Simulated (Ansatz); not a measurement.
A nudged elastic band was laid between two geometries of AlBrH5NO2 (10 atoms, charge 0, multiplicity 1).

Theory: RKS PBE/def2-SVP (Ansatz 0.2.0).

| Property | Result |
| --- | --- |
| movable images | 5 |
| climbing image | yes |
| spring | 5.0 eV/Å² |
| optimiser | quadratic models (default) |
| start path | through a guess of the saddle point |
| force threshold | 0.05 eV/Å |
| iteration limit | 60 |
| end points | relaxed |

Initial state:

```xyz
10
Properties=species:S:1:pos:R:3
Al -0.117 0.389 0.130
N 0.029 0.132 2.126
H -0.702 -0.513 2.457
H 0.953 -0.278 2.330
O 1.477 -0.231 -0.190
H 1.829 -0.280 -1.091
O -1.521 -0.586 -0.181
H -2.177 -0.315 -0.841
Br -0.428 2.682 -0.083
H -0.060 1.020 2.639
```

Final state:

```xyz
10
Properties=species:S:1:pos:R:3
Al -0.129 0.392 0.135
N 0.012 0.130 2.128
H -0.790 -0.435 2.442
H 0.883 -0.374 2.348
O 1.396 -0.318 -0.307
H 1.872 -0.034 -1.101
O -1.611 -0.505 -0.023
H -2.084 -0.558 -0.867
Br -0.275 2.699 -0.099
H 0.010 1.023 2.640
```

(1) What changes between the two ends?

(2) What energy profile does the band end with?

Answers

(1) No bond is made or broken.

(2) The forces met the threshold. The highest image is number 0 of 0 to 6, 0.000 eV above the ends, which have the same energy within 2 meV. The highest image is an end point: on this band no image between the ends rises above it.

```tsv
image	path coordinate (Å)	energy (eV)
0	0.00	0.000
1	0.26	0.000
2	0.52	0.000
3	0.55	0.000
4	0.58	0.000
5	0.62	0.000
6	0.65	0.000
```

Run time: 3.1 min on 4 threads of Arm Neoverse V1, with other jobs on the host, peak memory 0.18 GiB.
